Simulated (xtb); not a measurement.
Ta(NH)(F)(OH)2 (FH₃NO₂Ta), SMILES [NH]=[Ta]([OH])([OH])[F], multiplicity 1. All values are semi-empirical tight-binding results from xtb (GFN2-xTB unless named), good for trends rather than for accurate numbers. Geometry: GFN2-xTB. The spin state was assumed, not searched. The structure was generated by enumeration; whether it is a known compound was not checked. One conformer was computed; it need not be the lowest.

Optimised geometry:

```xyz
8

Ta     0.0035    -0.0106     0.0000
N      1.7873     0.1305     0.0000
H      2.7943     0.1599     0.0000
F     -0.6627     1.7840     0.0000
O     -0.5542    -0.8557     1.5543
H     -0.3665    -1.3332     2.3630
O     -0.5542    -0.8557    -1.5543
H     -0.3665    -1.3332    -2.3630
```
Charge 0, spin multiplicity 1.

For metal compounds this method's bond lengths and energies can be far off.

Computed properties:
- point group as xtb finds it = Cs
- orbital gap = 3.71 eV
- zero-point energy = 23.3 kcal/mol
- G − E(el) at 298.15 K (modified RRHO) = 2.0 kcal/mol

Computed atomic charges and the Wiberg bond orders between heavy atoms:
charges (e) Ta1 1.16, N2 -0.48, H3 0.22, F4 -0.40, O5 -0.58, H6 0.33, O7 -0.58, H8 0.33. Bond orders Ta1–N2 2.23, Ta1–F4 0.91, Ta1–O5 1.12, Ta1–O7 1.12.
